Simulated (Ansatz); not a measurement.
`C[N](C)[InH][OH]` + `CCC` → `C[CH2][InH][OH]` + `CN(C)C`  (formal exchange of groups at the In–N bond)

Calculated with Ansatz (gas phase, PBE0-D4/def2-TZVP geometries, no zero-point term in ΔE). CBS: MP2 limit from def2 TZ/QZ plus the TZ coupled-cluster correction, frozen cores. Functionals use def2-TZVPP. B3LYP here is the variant with VWN-RPA as its local correlation; programs differ in this. def2 core potentials past Kr. For In outer-core shells are correlated without core-valence functions, which leaves a few kJ/mol of doubt a bond. Each species was taken in one conformer, which may not be the lowest.

```json
{"level": "PBE-D4", "ΔE (kJ/mol)": "51.1", "difference from CCSD(T)/CBS": "-8.3"}
{"level": "B3LYP-D4", "ΔE (kJ/mol)": "54.5", "difference from CCSD(T)/CBS": "-4.9"}
{"level": "r2SCANh-D4", "ΔE (kJ/mol)": "54.5", "difference from CCSD(T)/CBS": "-4.9"}
{"level": "r2SCAN0-D4", "ΔE (kJ/mol)": "53.9", "difference from CCSD(T)/CBS": "-5.5"}
{"level": "revPBE", "ΔE (kJ/mol)": "49.2", "difference from CCSD(T)/CBS": "-10.2"}
{"level": "r2SCANh", "ΔE (kJ/mol)": "54.2", "difference from CCSD(T)/CBS": "-5.2"}
{"level": "HF/def2-SVP", "ΔE (kJ/mol)": "55.1", "difference from CCSD(T)/CBS": "-4.3"}
{"level": "SCS-MP2/def2-TZVPP", "ΔE (kJ/mol)": "57.5", "difference from CCSD(T)/CBS": "-1.9"}
{"level": "CCSD/def2-TZVPP", "ΔE (kJ/mol)": "55.4", "difference from CCSD(T)/CBS": "-4.0"}
{"level": "MP2/CBS(def2)", "ΔE (kJ/mol)": "61.3", "difference from CCSD(T)/CBS": "1.9"}
{"level": "CCSD(T)/CBS", "ΔE (kJ/mol)": "59.4", "difference from CCSD(T)/CBS": "0"}
```

Largest T1 diagnostic among the species: 0.016.

Leaving LDA and LC-ωPBE aside and taking each functional with its dispersion term where it has one, the values, not all of them listed here, spread over 7.3 kJ/mol, from revPBE-D4 to B97M-V.
